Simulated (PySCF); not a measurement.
**Co: excitation energy**

Co [Ar] 3d7 4s2 (4F) → Co [Ar] 3d8 4s1 (4F), as a difference of total energies. Calculation: PySCF 2.14, in aug-cc-pVTZ with one added diffuse shell each of s, p, d, f, g type (9s8p6d4f3g, 118 functions); no relativity, point nucleus. Correlated levels: valence: [Ar] frozen. The calculations carry no spin-orbit coupling.

| method | excitation energy (eV) | difference from reference (eV) |
| --- | --- | --- |
| UHF | 1.634 | +1.217 |
| LDA | -0.710 | -1.127 |
| PBE | -0.577 | -0.994 |
| PBE0 | -0.099 | -0.516 |
| r2SCAN | -0.344 | -0.761 |
| PBEsol | -0.663 | -1.080 |
| MN15 | -0.680 | -1.097 |
| BP86 | -0.617 | -1.034 |
| MP2 (valence) | -0.132 | -0.549 |
| SCS-MP2 (valence) | 0.091 | -0.326 |

Reference: 0.417 eV (measured; NIST levels, between the centres of gravity of the two terms).

These non-relativistic numbers lack the scalar-relativistic shift.

Errors of the correlated levels include the incompleteness of this basis and the frozen core.
